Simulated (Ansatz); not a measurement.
**Molecular dynamics of H2NZn**

Input file:

```yaml
crystal:
  periodic: [false, false, false]
  atoms:
    - { symbol: "N", position_ang: [-0.218482, 0.119664, 0.027761] }
    - { symbol: Zn, position_ang: [1.49964, -0.138097, 0.737307] }
    - { symbol: H, position_ang: [-0.896143, -0.621851, 0.07406] }
    - { symbol: H, position_ang: [-0.329515, 0.579884, -0.859427] }
magnetization:
  spin_polarized: true
  initial_magnetization: 1
basis:
  gaussian: { orbitals: def2-SVP }
hamiltonian:
  xc: hf
md:
  timestep: 0.25
  n_steps: 250
  ensemble: nvt_langevin
  temperature: 1000.0
  initial_velocities: maxwell_boltzmann
  seed: 202710
  friction: 0.01
```

Run as:

```bash
$ ansatz run input.yaml --threads 1 --pin off --max-ram 2048MiB --backend cpu --events-out ev --progress --plain --runs-dir out
```

It starts from a relaxed structure.

Output, in part (one step line in 9, the closing report, with atoms numbered from 0):

```
md step     0: t =     0.00 fs  T =   750.0 K  F+E_penalty+E_count = -49881.02836128 eV  E_kin = 0.387780 eV  (61 SCF iters)
md step     9: t =     2.25 fs  T =   456.1 K  F+E_penalty+E_count = -49880.81418693 eV  E_kin = 0.235803 eV  (37 SCF iters)
md step    18: t =     4.50 fs  T =   615.0 K  F+E_penalty+E_count = -49880.87140796 eV  E_kin = 0.318000 eV  (36 SCF iters)
md step    27: t =     6.75 fs  T =   332.4 K  F+E_penalty+E_count = -49880.72337243 eV  E_kin = 0.171870 eV  (37 SCF iters)
md step    36: t =     9.00 fs  T =   804.6 K  F+E_penalty+E_count = -49880.88947065 eV  E_kin = 0.416018 eV  (36 SCF iters)
md step    45: t =    11.25 fs  T =   599.9 K  F+E_penalty+E_count = -49880.85579677 eV  E_kin = 0.310189 eV  (37 SCF iters)
md step    54: t =    13.50 fs  T =   747.9 K  F+E_penalty+E_count = -49880.89401089 eV  E_kin = 0.386671 eV  (38 SCF iters)
md step    63: t =    15.75 fs  T =   426.4 K  F+E_penalty+E_count = -49880.70970319 eV  E_kin = 0.220443 eV  (39 SCF iters)
md step    72: t =    18.00 fs  T =   569.7 K  F+E_penalty+E_count = -49880.76127939 eV  E_kin = 0.294567 eV  (37 SCF iters)
md step    81: t =    20.25 fs  T =   703.5 K  F+E_penalty+E_count = -49880.75928398 eV  E_kin = 0.363744 eV  (39 SCF iters)
md step    90: t =    22.50 fs  T =   954.0 K  F+E_penalty+E_count = -49880.92285682 eV  E_kin = 0.493233 eV  (38 SCF iters)
md step    99: t =    24.75 fs  T =   894.2 K  F+E_penalty+E_count = -49880.86207414 eV  E_kin = 0.462330 eV  (37 SCF iters)
md step   108: t =    27.00 fs  T =   478.2 K  F+E_penalty+E_count = -49880.66772824 eV  E_kin = 0.247229 eV  (37 SCF iters)
md step   117: t =    29.25 fs  T =   503.4 K  F+E_penalty+E_count = -49880.73755171 eV  E_kin = 0.260271 eV  (35 SCF iters)
md step   126: t =    31.50 fs  T =   836.9 K  F+E_penalty+E_count = -49880.81719594 eV  E_kin = 0.432707 eV  (36 SCF iters)
md step   135: t =    33.75 fs  T =  1066.7 K  F+E_penalty+E_count = -49880.92296722 eV  E_kin = 0.551512 eV  (36 SCF iters)
md step   144: t =    36.00 fs  T =   578.2 K  F+E_penalty+E_count = -49880.69377924 eV  E_kin = 0.298965 eV  (37 SCF iters)
md step   153: t =    38.25 fs  T =   469.0 K  F+E_penalty+E_count = -49880.64916654 eV  E_kin = 0.242505 eV  (36 SCF iters)
md step   162: t =    40.50 fs  T =   549.9 K  F+E_penalty+E_count = -49880.77462670 eV  E_kin = 0.284316 eV  (36 SCF iters)
md step   171: t =    42.75 fs  T =   762.3 K  F+E_penalty+E_count = -49880.94505166 eV  E_kin = 0.394122 eV  (35 SCF iters)
md step   180: t =    45.00 fs  T =   459.4 K  F+E_penalty+E_count = -49880.82827167 eV  E_kin = 0.237510 eV  (35 SCF iters)
md step   189: t =    47.25 fs  T =   437.8 K  F+E_penalty+E_count = -49880.77588221 eV  E_kin = 0.226368 eV  (34 SCF iters)
md step   198: t =    49.50 fs  T =   465.0 K  F+E_penalty+E_count = -49880.81092749 eV  E_kin = 0.240433 eV  (35 SCF iters)
md step   207: t =    51.75 fs  T =   554.5 K  F+E_penalty+E_count = -49880.90024340 eV  E_kin = 0.286717 eV  (36 SCF iters)
md step   216: t =    54.00 fs  T =   624.3 K  F+E_penalty+E_count = -49880.95020521 eV  E_kin = 0.322781 eV  (36 SCF iters)
md step   225: t =    56.25 fs  T =   493.3 K  F+E_penalty+E_count = -49880.81913367 eV  E_kin = 0.255079 eV  (38 SCF iters)
md step   234: t =    58.50 fs  T =   623.4 K  F+E_penalty+E_count = -49880.86402101 eV  E_kin = 0.322317 eV  (37 SCF iters)
md step   243: t =    60.75 fs  T =   560.8 K  F+E_penalty+E_count = -49880.79995194 eV  E_kin = 0.289973 eV  (36 SCF iters)
md step   250: t =    62.50 fs  T =   853.0 K  F+E_penalty+E_count = -49880.95992352 eV  E_kin = 0.441049 eV  (66 SCF iters)
Total energy: -49880.95992352 eV, -1833.0914666604 hartree
Atom 0 at    -0.232389     0.359402    -0.024483 Å, force     1.944141     0.427284    -1.364816 eV/Å
Atom 1 at     1.560863    -0.043909     0.520812 Å, force    -0.758653     0.170020    -0.293331 eV/Å
Atom 2 at    -0.979559     0.102468     0.551599 Å, force    -1.268014    -0.364206     0.517192 eV/Å
Atom 3 at    -0.506557     0.470295    -1.007088 Å, force     0.082526    -0.233099     1.140955 eV/Å
Dipole moment:     0.286522    -0.177345     0.064635 e Å
```

The run went to its last step. The mean temperature of the second half is 39 % below the set value. A run of 0.062 ps of so small a system gives no equilibrium averages.

The same pairs are bonded in the first frame and the last. Pairs count as bonded within 1.25 times the sum of covalent radii (0.12 Å more for H–H).

Last frame:

```xyz
4
Properties=species:S:1:pos:R:3
N -0.232 0.359 -0.025
Zn 1.561 -0.044 0.521
H -0.980 0.102 0.552
H -0.507 0.470 -1.007
```

Time of the run: 2.9 min on 1 CPU thread of a shared host.
